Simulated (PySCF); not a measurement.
A PySCF script (with the pyscf-properties extension) for the NMR shieldings of SMILES Bc1cc([SiH3])oc1OC, C$_{5}$H$_{9}$BO$_{2}$Si, on a GFN2-xTB geometry:

```python
import basis_set_exchange as bse
import numpy as np
from pyscf import gto, dft
from pyscf.prop import nmr

atoms = """
B     0.760517    2.865492   -0.376936
C     0.155242    1.472193   -0.354326
C    -1.219406    1.076187   -0.439622
C    -1.294671   -0.279027   -0.377131
Si   -2.694477   -1.514436   -0.428325
O    -0.013704   -0.784533   -0.253931
C     0.819226    0.257764   -0.242135
O     2.129291    0.051314   -0.132536
C     2.549940   -1.296135   -0.030621
H     0.059963    3.796943   -0.473829
H     1.919988    2.992351   -0.296534
H    -2.052666    1.742468   -0.536623
H    -2.606190   -2.315804   -1.653098
H    -3.940558   -0.751798   -0.401005
H    -2.595771   -2.404536    0.731570
H     3.635456   -1.263556    0.028539
H     2.238279   -1.870928   -0.906823
H     2.140784   -1.767641    0.866949
"""
names = dict.fromkeys(["B", "C", "Si", "O", "H"], "pcSseg-1")
basis = {el: gto.basis.parse(bse.get_basis(n, elements=[el], fmt="nwchem")) for el, n in names.items()}
mol = gto.M(atom=atoms, basis=basis, charge=0, verbose=0)
mf = dft.RKS(mol, xc="PBE0")
mf.grids.level = 2
mf.grids.alignment = dft.numint.BLKSIZE   # the property module wants whole blocks of grid points
mf.conv_tol = 1e-9
mf.kernel()

calc = nmr.RKS(mf)   # GIAO
C = mf.mo_coeff
Co = C[:, mf.mo_occ > 0]
resp = mf.gen_response(singlet=True, hermi=2)
def vind(x):   # induced exchange potential for any number of trial vectors
    d = np.einsum("pi,xij,qj->xpq", C, 2 * x.reshape(-1, C.shape[1], Co.shape[1]), Co, optimize=True)
    return np.einsum("xpq,pi,qj->xij", resp(d - d.transpose(0, 2, 1)), C, Co, optimize=True).ravel()
mo1, _ = nmr.rhf.solve_mo1(calc, with_cphf=vind)
sigma = calc.kernel(mo1)
for i, s in enumerate(sigma):   # ppm
    w = np.linalg.eigvalsh((s + s.T) / 2)
    print("%2d %-2s iso %8.1f  s11 %8.1f  s22 %8.1f  s33 %8.1f" % (i, mol.atom_pure_symbol(i), w.mean(), *w))
```

Problem. What are the results?

Solution. 
```
 0 B  iso     39.9  s11    -12.5  s22     -3.8  s33    136.0
 1 C  iso     73.0  s11     -7.1  s22     57.0  s33    169.0
 2 C  iso     43.7  s11    -61.0  s22     54.1  s33    137.9
 3 C  iso     45.3  s11    -23.3  s22     58.1  s33    101.1
 4 Si iso    436.7  s11    417.5  s22    428.2  s33    464.4
 5 O  iso     38.4  s11    -82.2  s22    -13.0  s33    210.4
 6 C  iso      3.4  s11    -56.1  s22      7.1  s33     59.0
 7 O  iso    212.9  s11     75.8  s22    271.1  s33    291.8
 8 C  iso    130.1  s11    103.3  s22    107.4  s33    179.7
 9 H  iso     24.9  s11     20.0  s22     26.6  s33     28.1
10 H  iso     24.8  s11     19.6  s22     26.0  s33     28.8
11 H  iso     24.4  s11     22.8  s22     23.1  s33     27.2
12 H  iso     27.2  s11     23.8  s22     25.4  s33     32.3
13 H  iso     27.4  s11     23.8  s22     26.3  s33     32.1
14 H  iso     27.2  s11     23.7  s22     25.7  s33     32.1
15 H  iso     27.5  s11     23.1  s22     26.0  s33     33.2
16 H  iso     27.5  s11     23.8  s22     25.8  s33     32.9
17 H  iso     27.5  s11     23.9  s22     25.7  s33     33.0
```

These numbers come from an equivalent density-fitted implementation of the same equations, which agrees with the script to about 0.01 ppm for H and up to a few tenths of a ppm for heavy atoms, so last digits may differ.

Size and cost of the density-fitted run: 205 basis functions, 67 s wall time on 1 thread of an Arm Neoverse N1, shared host; peak memory 0.93 GiB.
